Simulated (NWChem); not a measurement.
System: C₄H₃FOS; SMILES Oc1cc(F)cs1

Here is an NWChem input.

```
start job
memory heap 200 mb stack 900 mb global 1100 mb
geometry units angstroms noautosym nocenter noautoz
  O     -1.199411    -2.141503     0.000000
  C     -0.549429    -0.970204     0.000000
  C     -1.138488     0.264365     0.000000
  C     -0.153206     1.290742     0.000000
  F     -0.491724     2.572548     0.000000
  C      1.141257     0.862030     0.000000
  S      1.187091    -0.867742     0.000000
  H     -0.577862    -2.877508     0.000000
  H     -2.213808     0.433391     0.000000
  H      2.052337     1.454824     0.000000
end
basis spherical
  * library def2-svp
end
dft
  xc pbe0
  iterations 150
end
cosmo
  do_cosmo_smd true
  solvent toluene
end
task dft energy
```

All runs use the structure optimised with PBE0/def2-SVP. Solvent: toluene.

Level: PBE0/def2-SVP with SMD (1 M gas to 1 M solution), gas-phase geometry.

Question: Give the results of this calculation. (PBE0/def2-SVP, SMD on the gas-phase geometry.) Quantities: solvation free energy (kcal/mol); cavity-dispersion-structure term (kcal/mol); dipole in solution (D).

Answer: 
```yaml
solvation free energy (kcal/mol): -4.8
cavity-dispersion-structure term (kcal/mol): -1.8
dipole in solution (D): 2.54
```
